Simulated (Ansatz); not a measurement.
Pulling on the Si4–H5 bond in BeH4OSi (SMILES [BeH][O][SiH3]) (multiplicity 1 held, fragments rigid). Energies count from the point at 1.481 Å.
Geometry at that point (charge 0, multiplicity 1):
| atom | x (Å) | y (Å) | z (Å) |
|---|---|---|---|
| Be | -1.5733 | -0.9306 | 1.0320 |
| H | -2.5663 | -1.5179 | 1.6833 |
| O | -0.5220 | -0.3087 | 0.3424 |
| Si | 0.7004 | 0.4143 | -0.4594 |
| H | 0.7902 | -0.1299 | -1.8341 |
| H | 1.9793 | 0.1660 | 0.2455 |
| H | 0.4603 | 1.8742 | -0.5299 |

R- and RO- levels are restricted; in cc, def2 and unpolarised 6-31G sets they are followed outwards from rest. Unrestricted levels (U-) break spin symmetry where that is lower. Curves can end on different states.

Frozen-core correlation.

The values were computed with Ansatz (a first-principles code). 

Q: Give the energy at R = 4.740 Å at the level U-CCSD(T)/cc-pV(T+d)Z.

A: 96.9 kcal/mol

Q: Predict the energy at R = 4.740 Å from U-PBE/cc-pV(T+d)Z.

A: 91.3 kcal/mol

Q: What is the computed energy at R = 4.740 Å (R-MP2/cc-pV(T+d)Z)?

A: 131.8 kcal/mol

Doubts at one or more of the structures used: a spin-contaminated determinant (U-PBE/cc-pV(T+d)Z, U-CCSD(T)/cc-pV(T+d)Z); a restricted determinant that unrestricted orbitals would lower (R-MP2/cc-pV(T+d)Z).
